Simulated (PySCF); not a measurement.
F3Se, doublet, at a GFN2-xTB geometry (the spin is typed, not shown lowest); BLYP/def2-SVP (PySCF).

Here is a job for PySCF.
```python
from pyscf import gto, scf, dft

mol = gto.Mole()
mol.atom = '''
    Se   -0.278718    0.184471    0.095935
    F    -0.963394   -1.562021    0.180187
    F     0.768941    1.518288   -0.709955
    F     1.247387   -0.653159    0.167346
'''
mol.basis = 'def2-svp'
mol.charge = 0
mol.spin = 1
mol.verbose = 4
mol.build()

mf = dft.UKS(mol)
mf.xc = 'blyp'
mf.kernel()
```

Problem. Predict the main parts of the log of this PySCF run.

Solution. 
```
PySCF version 2.14.0

[INPUT] verbose = 4
[INPUT] num. atoms = 4
[INPUT] num. electrons = 61
[INPUT] charge = 0
[INPUT] spin (= nelec alpha-beta = 2S) = 1
[INPUT] symmetry False subgroup None
[INPUT] Mole.unit = angstrom
[INPUT] Symbol           X                Y                Z      unit          X                Y                Z       unit  Magmom
[INPUT]  1 Se    -0.278718000000   0.184471000000   0.095935000000 AA   -0.526700685987   0.348599667925   0.181290875760 Bohr   0.0
[INPUT]  2 F     -0.963394000000  -1.562021000000   0.180187000000 AA   -1.820550810049  -2.951791890819   0.340504081207 Bohr   0.0
[INPUT]  3 F      0.768941000000   1.518288000000  -0.709955000000 AA    1.453087895949   2.869148498214  -1.341620510766 Bohr   0.0
[INPUT]  4 F      1.247387000000  -0.653159000000   0.167346000000 AA    2.357219801343  -1.234291625795   0.316238108041 Bohr   0.0

nuclear repulsion = 313.029159225821
number of shells = 30
number of NR pGTOs = 146
number of NR cGTOs = 74
basis = def2-svp
ecp = {}

******** <class 'pyscf.dft.uks.UKS'> ********
method = UKS
initial guess = minao
damping factor = 0
level_shift factor = 0
DIIS = <class 'pyscf.scf.diis.CDIIS'>
diis_start_cycle = 1
diis_space = 8
diis_damp = 0
SCF conv_tol = 1e-09
SCF conv_tol_grad = None
SCF max_cycles = 50
direct_scf = True
direct_scf_tol = 1e-13
number electrons alpha = 31  beta = 30
XC library pyscf.dft.libxc version 7.1.2
    S. Lehtola, C. Steigemann, M. J. T. Oliveira, and M. A. L. Marques,  SoftwareX 7, 1–5 (2018)
XC functionals = blyp
    A. D. Becke,  Phys. Rev. A 38, 3098 (1988)
    C. Lee, W. Yang, and R. G. Parr,  Phys. Rev. B 37, 785 (1988)
    B. Miehlich, A. Savin, H. Stoll, and H. Preuss,  Chem. Phys. Lett. 157, 200 (1989)
radial grids:
    Treutler-Ahlrichs [JCP 102, 346 (1995); DOI:10.1063/1.469408] (M4) radial grids

becke partition: Becke, JCP 88, 2547 (1988); DOI:10.1063/1.454033
pruning grids: <function nwchem_prune>
grids dens level: 3
symmetrized grids: False
atomic radii adjust function: <function treutler_atomic_radii_adjust>
small_rho_cutoff = 0
Set gradient conv threshold to 3.16228e-05
tot grids = 63216
init E= -2699.83278147699

cycle= 1 E= -2700.19607035377  delta_E= -0.363  |g|= 0.89  |ddm|= 1.63
cycle= 2 E= -2697.39271889636  delta_E=  2.8  |g|= 2.73  |ddm|= 2.59
cycle= 3 E= -2700.2888902252  delta_E= -2.9  |g|= 0.751  |ddm|= 2.19
cycle= 4 E= -2700.48502882678  delta_E= -0.196  |g|= 0.233  |ddm|= 0.701
cycle= 5 E= -2700.50374183612  delta_E= -0.0187  |g|= 0.044  |ddm|= 0.167
cycle= 6 E= -2700.50474198638  delta_E= -0.001  |g|= 0.00834  |ddm|= 0.0601
cycle= 7 E= -2700.50478106628  delta_E= -3.91e-05  |g|= 0.00283  |ddm|= 0.013
cycle= 8 E= -2700.50478439671  delta_E= -3.33e-06  |g|= 0.000812  |ddm|= 0.00292
cycle= 9 E= -2700.5047842294  delta_E= 1.67e-07  |g|= 0.00107  |ddm|= 0.00136
cycle= 10 E= -2700.50478468718  delta_E= -4.58e-07  |g|= 0.000174  |ddm|= 0.000872
cycle= 11 E= -2700.50478470059  delta_E= -1.34e-08  |g|= 1.44e-05  |ddm|= 0.000167
cycle= 12 E= -2700.50478470069  delta_E= -1.02e-10  |g|= 9e-06  |ddm|= 2.71e-05
Extra cycle  E= -2700.50478470063  delta_E= 6e-11  |g|= 1.6e-05  |ddm|= 2.45e-05
converged SCF energy = -2700.50478470063  <S^2> = 0.7511175  2S+1 = 2.0011172
```
